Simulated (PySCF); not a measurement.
C₂H₆N (cation, charge +1), SMILES C=[NH+]C, CAM-B3LYP/def2-SVP optimised geometry.

```
9

C      0.28    -1.02     0.00
N     -0.35     0.09     0.00
C      0.24     1.43     0.00
H      1.38    -1.02     0.00
H     -0.27    -1.96     0.00
H     -1.38     0.05     0.00
H     -0.11     1.96     0.90
H      1.33     1.35     0.00
H     -0.11     1.96    -0.90
```

Density from CAM-B3LYP/def2-TZVP in PySCF at that geometry.

Minimum of the electron density along straight lines between bonded atoms, close to the bond critical point (lines longer than 1.1 times the sum of covalent radii, or with two minima, are not listed):

| bond | length / Å | ρ at the minimum / e bohr⁻³ | ∇²ρ there / e bohr⁻⁵ | position (fraction from the first atom) |
|---|---|---|---|---|
| C1–N2 | 1.272 | 0.387 | -0.86 | 0.34 |
| N2–C3 | 1.464 | 0.248 | -0.59 | 0.64 |
| C1–H5 | 1.095 | 0.288 | -1.10 | 0.68 |
| N2–H6 | 1.027 | 0.331 | -1.85 | 0.76 |
| C3–H7 | 1.099 | 0.280 | -1.00 | 0.66 |
| C3–H8 | 1.096 | 0.282 | -1.01 | 0.66 |
| C3–H9 | 1.099 | 0.280 | -1.00 | 0.66 |
